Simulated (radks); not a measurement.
The nuclear charge of neutral xenon is varied continuously with 54 electrons held in [Xe]. Calculated with a radial shooting solver on a logarithmic mesh with Libxc functionals: scalar-relativistic Kohn-Sham, SCAN, spin-polarised, spherical densities, finite nucleus; meta-GGA in the generalised Kohn-Sham scheme; Fermi nuclear charge, rms radius 4.7859 fm. By the Hellmann-Feynman theorem dE/dZ = E(electron-nucleus)/Z, the electronic potential at the nucleus (averaged over a nucleus of fixed radius). The scalar-relativistic energy here is not variational (the density holds large components alone), so the two differ by a part that grows with Z.

[
 {"Z": "53.8", "E (hartree)": "-7381.64044", "E(electron-nucleus)/Z (hartree)": "-332.103", "HOMO": "5p", "e(HOMO) (eV)": "-6.715", "<r> HOMO (bohr)": "2.360"},
 {"Z": "54", "E (hartree)": "-7448.49466", "E(electron-nucleus)/Z (hartree)": "-333.825", "HOMO": "5p", "e(HOMO) (eV)": "-8.576", "<r> HOMO (bohr)": "2.301"},
 {"Z": "54.2", "E (hartree)": "-7515.6982", "E(electron-nucleus)/Z (hartree)": "-335.547", "HOMO": "5p", "e(HOMO) (eV)": "-10.523", "<r> HOMO (bohr)": "2.246"},
 {"Z": "54.4", "E (hartree)": "-7583.2499", "E(electron-nucleus)/Z (hartree)": "-337.270", "HOMO": "5p", "e(HOMO) (eV)": "-12.551", "<r> HOMO (bohr)": "2.196"},
 {"Z": "54.6", "E (hartree)": "-7651.1498", "E(electron-nucleus)/Z (hartree)": "-338.993", "HOMO": "5p", "e(HOMO) (eV)": "-14.658", "<r> HOMO (bohr)": "2.149"},
 {"Z": "54.8", "E (hartree)": "-7719.3978", "E(electron-nucleus)/Z (hartree)": "-340.717", "HOMO": "5p", "e(HOMO) (eV)": "-16.840", "<r> HOMO (bohr)": "2.105"},
 {"Z": "55", "E (hartree)": "-7787.9946", "E(electron-nucleus)/Z (hartree)": "-342.441", "HOMO": "5p", "e(HOMO) (eV)": "-19.094", "<r> HOMO (bohr)": "2.064"}
]

The central difference of E at Z = 54 is -335.144 hartree, to compare with the third column; the second derivative is -8.73 hartree.
